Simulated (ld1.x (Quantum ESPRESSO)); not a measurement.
Pseudopotential generation for scandium: RRKJ, LDA (PZ), scalar-relativistic.

The input file (ld1.x (Quantum ESPRESSO) 7.5):

```
&input
   title='Sc', zed=21., rel=1, dft='PZ', iswitch=3,
   config='[Ar] 3d1 4s2 4p0',
   nld=3, rlderiv=2.65, eminld=-6.0, emaxld=5.0, deld=0.02
 /
 &inputp
   pseudotype=2, tm=.false., rho0=0.001, lloc=0,
   nlcc=.true.,
   file_pseudopw='Sc.UPF', file_wfcaegen='ae.wfc', file_wfcncgen='nc.wfc', file_beta='beta', file_chi='chi'
 /
3
3P  2  1   6.00   0.00  1.40  1.40  0.0
3D  3  2   1.00   0.00  2.45  2.45  0.0
3S  1  0   2.00   0.00  1.50  1.50  0.0
 &test
   configts(1)='3s2 3p6 3d1 4s2 4p0'
 /
```

Command:

```bash
ld1.x < Sc.in > Sc.out
```

The program printed (shortened: banner, matrices, multipoles, cross overlaps and the repeated all-electron block are left out):

```
Program LD1 v.7.5
     --------------------------- All-electron run ----------------------------

     Sc
     scalar relativistic calculation

     atomic number is 21.00
     dft =PZ   lsd =0 sic =0 latt =0  beta=0.20 tr2=1.0E-14
     Exchange-correlation= PZ
                           (   1   1   0   0   0   0   0)
     mesh =1173 r(mesh) = 100.03074 a.u. xmin = -7.00 dx = 0.01250
     1 Ry =  13.60569312 eV, c = 137.03599908

     n l     nl                  e(Ry)          e(Ha)          e(eV)
     1 0     1S 1( 2.00)      -322.3041      -161.1520     -4385.1703
     2 0     2S 1( 2.00)       -34.7621       -17.3810      -472.9618
     2 1     2P 1( 6.00)       -28.5200       -14.2600      -388.0341
     3 0     3S 1( 2.00)        -4.0209        -2.0104       -54.7066
     3 1     3P 1( 6.00)        -2.4667        -1.2333       -33.5610
     3 2     3D 1( 1.00)        -0.2517        -0.1259        -3.4250
     4 0     4S 1( 2.00)        -0.3159        -0.1580        -4.2982
     4 1     4P 1( 0.00)        -0.1120        -0.0560        -1.5235

     final scf error:  8.8E-15 reached in  33 iterations

     Etot =   -1524.634206 Ry,    -762.317103 Ha,  -20743.705129 eV

     Ekin =    1535.302867 Ry,     767.651434 Ha,   20888.859664 eV
     Encl =   -3625.374837 Ry,   -1812.687419 Ha,  -49325.737489 eV
     Eh   =     639.619522 Ry,     319.809761 Ha,    8702.466930 eV
     Exc  =     -74.181758 Ry,     -37.090879 Ha,   -1009.294234 eV

     normalization and overlap integrals

     s(1S/1S) =  1.000000  <r> =   0.0732  <r2> =    0.0072  r(max) =   0.0476
     s(2S/2S) =  1.000000  <r> =   0.3446  <r2> =    0.1405  r(max) =   0.2845
     s(2P/2P) =  1.000000  <r> =   0.3082  <r2> =    0.1174  r(max) =   0.2329
     s(3S/3S) =  1.000000  <r> =   1.0771  <r2> =    1.3405  r(max) =   0.9213
     s(3P/3P) =  1.000000  <r> =   1.1707  <r2> =    1.6194  r(max) =   0.9685
     s(3D/3D) =  1.000000  <r> =   1.8564  <r2> =    4.7308  r(max) =   1.0974
     s(4S/4S) =  1.000000  <r> =   3.6848  <r2> =   15.6367  r(max) =   3.0587
     s(4P/4P) =  1.000000  <r> =   4.9911  <r2> =   29.1306  r(max) =   4.0268

     ------------------------ End of All-electron run ------------------------

     --------------------- Generating NC pseudopotential ---------------------

      Generating local pot.: lloc=0, matching radius rcloc =   1.5000

      Computing core charge for nlcc:

       r > 0.56 : true rho core
       r < 0.56 : rho core = a sin(br)/r    a=  18.94  b=   4.77

      Integrated core pseudo-charge :   4.90

      Wfc   3P  rcut= 1.392  Estimated cut-off energy=       92.20 Ry
      This function has    0 nodes for 0 < r <    1.392

      Wfc   3D  rcut= 2.473  Estimated cut-off energy=       38.26 Ry
      This function has    0 nodes for 0 < r <    2.473

     ------------------- End of pseudopotential generation -------------------

     Computing logarithmic derivative in   2.64917
     Computing logarithmic derivative in   2.64917
     Computing the partial wave expansion
       no projector for channel:   0
     R is outside the sphere for l=    1 j= 0.00
     R is outside the sphere for l=    2 j= 0.00

     ---------------------- Testing the pseudopotential ----------------------

     Sc
     scalar relativistic calculation

     atomic number is 21.00   valence charge is 11.00
     dft =PZ   lsd =0 sic =0 latt =0  beta=0.20 tr2=1.0E-14
     mesh =1173 r(mesh) = 100.03074 xmin = -7.00 dx = 0.01250

     n l     nl             e AE (Ry)        e PS (Ry)    De AE-PS (Ry)
     1 0     3S   1( 2.00)       -4.02086       -4.02087        0.00001
     2 1     3P   1( 6.00)       -2.46669       -2.46670        0.00001
     3 2     3D   1( 1.00)       -0.25173       -0.25173        0.00000
     2 0     4S   1( 2.00)       -0.31591       -0.33501        0.01910  !
     3 1     4P   1( 0.00)       -0.11197       -0.11448        0.00250

     eps = 6.4E-15  iter = 20

     Etot =   -1524.634206 Ry,    -762.317103 Ha,  -20743.705129 eV
     Etotps =  -100.688065 Ry,     -50.344032 Ha,   -1369.930911 eV

     Ekin =      33.548149 Ry,      16.774074 Ha,     456.445816 eV
     Encl =    -179.582184 Ry,     -89.791092 Ha,   -2443.340090 eV
     Ehrt =      72.882140 Ry,      36.441070 Ha,     991.612027 eV
     Ecxc =     -20.357158 Ry,     -10.178579 Ha,    -276.973240 eV
     (Ecc =      -7.024699 Ry,      -3.512349 Ha,     -95.575894 eV)
     Epseu=      -7.179011 Ry,      -3.589506 Ha,     -97.675424 eV

     ---------------------- End of pseudopotential test ----------------------
```

ld1.x takes every shell without a wave as core, so the model core holds the 4s electrons as well and exchange and correlation see them twice. This cancels in the reference configuration, but the file is broken for other ones, and its errors say nothing about a proper core correction.

Generation and configuration tests took about 1.5 s on one core of a shared server CPU.
